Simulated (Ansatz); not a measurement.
`Cc1cccc2cccc(C)c12`, charge 0, multiplicity 1.

(1) Give a relaxed structure at PBE0-D4/def2-TZVP (Ansatz). (Estimate.)

Answers

(1) Computed: 
Z-matrix (Å, degrees):
```
C
C 1 1.503
H 1 1.091 2 112.5
H 1 1.091 2 112.7 3 -121.7
H 1 1.091 2 109.2 3 119.1
C 2 1.435 1 124.8 3 61.1
C 2 1.375 1 116.0 3 -118.7
C 6 1.433 2 117.2 1 -179.6
C 6 1.435 2 125.6 1 0.4
C 7 1.401 2 123.0 1 179.7
H 7 1.085 2 118.3 1 -0.2
C 8 1.411 6 120.8 2 -0.2
C 8 1.411 6 120.8 2 179.8
C 9 1.375 6 119.2 2 -179.8
C 9 1.503 6 124.8 2 0.4
H 10 1.084 7 119.9 2 180.0
H 12 1.085 8 118.3 6 -180.0
C 13 1.361 8 120.6 6 0.0
H 13 1.085 8 118.3 6 -180.0
H 14 1.085 9 118.3 6 180.0
H 15 1.091 9 112.7 6 -60.7
H 15 1.091 9 109.2 6 -179.9
H 15 1.091 9 112.5 6 61.1
H 18 1.084 13 120.9 8 -180.0
```
Point group C2v.
This is one stationary point; other conformers may exist.
